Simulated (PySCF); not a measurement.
A species of formula C5H6N2 has this rotational fingerprint, computed with wB97X-D/def2-SVPD in PySCF (dipole) on a GFN2-xTB geometry, gas phase:

* Rotational constants: A = 5848, B = 2775, C = 1883 MHz
* Dipole components: |μa| = 0.55 D, |μb| = 1.77 D, |μc| = 0.66 D
* Inertial defect: -0.23 u·Å²
* κ: -0.55

Task: Which candidate fits, each taken in the one conformer that was computed?
A. `Nc1ccccn1`
B. `[CH2:1]=[CH:2]/[N:3]=[C:4](/[CH3:5])[C:6]#[N:7]` with C1–C2–N3–C4 180°

Result: A. It is Nc1ccccn1, an asymmetric top. The candidates at the same level (rigid rotor, commonest isotopes):

```csv
SMILES,A (MHz),B (MHz),C (MHz),μa (D),μb (D),μc (D),Δ (u·Å²),point group,rotor
Nc1ccccn1,5848,2775,1883,0.55,1.77,0.66,-0.23,near Cs,asymmetric top
C=C/N=C(/C)C#N,4395,1914,1344,1.10,2.00,0.00,-3.12,Cs,asymmetric top
```

`C=C/N=C(/C)C#N` has B 31 % too low. No structure here is proved a minimum.
